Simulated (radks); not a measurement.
Question: Calculated with a radial shooting solver on a logarithmic mesh with Libxc functionals: scalar-relativistic Kohn-Sham, SCAN, spin-polarised, spherical densities, finite nucleus; open shells are filled with parallel spins first (spin-orbit coupling, left out, can overturn this in heavy ions); meta-GGA in the generalised Kohn-Sham scheme; Fermi nuclear charge, rms radius of each element as measured or else 0.836 A^(1/3) + 0.57 fm. Each species is in its NIST ground configuration. Rank Hf4+, Pt4+, Lu4+, Ta4+, Au4+, Ir4+, W4+, Hg4+, Os4+, Re4+ by radius at which the density is 0.001 e/bohr^3 (bohr), largest first.

Answer: Re4+ 3.15, Os4+ 3.15, W4+ 3.13, Ir4+ 3.12, Pt4+ 3.11, Au4+ 3.09, Hg4+ 3.06, Ta4+ 3.05, Lu4+ 2.89, Hf4+ 2.87.
